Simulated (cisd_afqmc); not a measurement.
Input (AFQMC/CISD/def2-SVP; cisd_afqmc is a phaseless AFQMC code with CISD trial states that reads the integrals written by Ansatz):

Ansatz 0.2 input:
```python
import cisd_afqmc

open("ham.yaml", "w").write("""\
crystal:
  periodic: [false, false, false]
  atoms:
    - {symbol: Pb, position_ang: [-0.00000000, -0.00000000, -0.75131942]}
    - {symbol: Br, position_ang: [0.00000000, 0.00000000, 1.76023406]}
basis:
  gaussian:
    orbitals: def2-SVP
total_charge: 1
magnetization: {spin_polarized: false}
correlation: {method: ccsd, electrons: outside_noble_gas, hamiltonian_folder: ham}
""")
rep = cisd_afqmc.ansatz("ham.yaml")
e_ccsd = rep["correlation"]["coupled_cluster"]["energy"]["hartree"]
out = cisd_afqmc.run("ham", e_ccsd, trial="CISD", walkers=200, populations=8, threads=8, dt=0.005, steps=40, early=36, settle=10, least=32,
    cut=5e-5, rank_cut=2e-4, target=0.0004, seconds=1500, seed=1, memory=17280, gpu=False)
```

Output:

```
orbitals 35, occupied [5], factors 202 of 650, rank of the doubles 73 of 150
E(HF) = -2763.751700
E(CCSD) on the cut factors = -2763.928269, shift to the whole factors -0.000000
Energy of the trial state on the determinant = -2763.928223
  tau behind 10.8 of longer steps, mean of the populations' last blocks
   2.0  -2763.93554
   4.0  -2763.93526
   6.0  -2763.93543
   8.0  -2763.93550
blocks 350 (0 outliers left out), error by blocks joined: 1: 0.00011, 2: 0.00015, 4: 0.00019, 8: 0.00021, 16: 0.00025
E(AFQMC/CISD) = -2763.93549 +/- 0.00025
```
